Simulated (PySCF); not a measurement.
BH3N, SMILES [BH]N (connectivity only; charge and spin as stated), charge +1, multiplicity 1.

The structure is a stationary point at TPSSh-D3(BJ)/def2-TZVP. The spin state was assumed, not searched. The isomer is the one that the SMILES or the coordinates give; other isomers of the formula were not compared.

These are PySCF with PBE0/def2-TZVPD values and carry that method's errors.

Gas-phase values at a fixed geometry.

Computed frontier levels, gap, dipole moment and polarisability:
```json
{
 "highest_occupied_level": "-16.94 eV",
 "lowest_empty_level": "-8.80 eV",
 "orbital_gap": "8.14 eV",
 "dipole_moment_about_the_centre_of_nuclear_charge": "0.47 D",
 "mean_static_polarisability": "17.2 bohr³ (2.56 Å³)",
 "polarisability_principal_values": "13.9, 15.1, 22.7 bohr³"
}
```
